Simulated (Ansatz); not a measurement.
C4H10OSi, SMILES C[C@H]1OC[Si@H]1C.

Geometry: PBE0-D3(BJ)/def2-SVP. The structure was generated by enumeration; whether it is a known compound was not checked.

Two levels are set side by side: PBE/def2-SVPD (Ansatz, a program for electronic structure) and CAM-B3LYP/def2-SVPD (Ansatz). Energy differences of separate SCF runs at the same geometry; the states with an electron removed or added have multiplicity 2 and 2. Differences are taken from unrounded values.

```
quantity                           CAM-B3LYP   PBE  PBE minus CAM-B3LYP
---------------------------------  ---------  ----  -------------------
vertical ionisation energy (eV)         9.06  8.60                -0.46
vertical singlet–triplet gap (eV)       6.22  5.51                -0.71
```
